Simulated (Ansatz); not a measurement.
`CN[BH][SnH3]` + NH₃ → `N[BH][SnH3]` + CH₃NH₂ at 400 K and 1 bar (ligand exchange at a B–N bond).

Program: Ansatz. Geometries: PBE0-D4/def2-TZVP. ΔE: electronic, gas phase. CBS: MP2 limit from def2 TZ/QZ plus the TZ coupled-cluster correction, frozen cores. This one scheme is used for every species. def2 core potentials past Kr. For Sn outer-core shells are correlated without core-valence functions, which leaves a few kJ/mol of doubt a bond. Each species was taken in one conformer, which may not be the lowest.

```
       species  CCSD(T)/CBS energy (Eh)  H − E (kJ/mol)  S (J/(mol·K))
`CN[BH][SnH3]`               -336.39466           266.8          391.9
           NH₃                -56.50880           104.2          203.1
 `N[BH][SnH3]`               -297.14394           186.4          351.6
        CH₃NH₂                -95.75281           185.4          256.0
```

H − E and S are ideal-gas, rigid-rotor, harmonic terms from PBE0-D4/def2-TZVP, for one conformer and one mirror image of each species. 1 Eh = 2625.50 kJ/mol, R = 8.31446 J/(mol·K).

Task: By hand: ΔE, ΔH, ΔS and ΔG.

Result: ΔE = (-297.14394) + (-95.75281) − (-336.39466) − (-56.50880) = 0.00671 Eh = 17.6 kJ/mol. Δ(H − E) = 186.4 + 185.4 − 266.8 − 104.2 = 0.8, so ΔH = 18.4 kJ/mol. ΔS = 351.6 + 256.0 − 391.9 − 203.1 = 12.6 J/(mol·K). ΔG = 18.4 − 400 × (12.6)/1000 = 13.4 kJ/mol.

Task: By hand: the equilibrium constant, and the temperature at which ΔG would vanish if ΔH and ΔS stayed fixed.

Result: log₁₀ K = −ΔG/(RT ln 10) = -1.7. ΔG = 0 at ΔH/ΔS = 1460 K, though so small a ΔS makes that figure unsure.

The number of gas molecules stays the same, so ΔS is small and ΔH decides. A doubt of 5 kJ/mol in ΔE shifts log₁₀ K by 0.7 here. Other conformers and mirror images would add mixing entropy, several J/(mol·K) or more a flexible species. These are equilibria of isolated gas molecules and say nothing of rates. Largest T1 diagnostic: 0.014 (customary marks: 0.02 for closed shells, 0.045 for open ones).
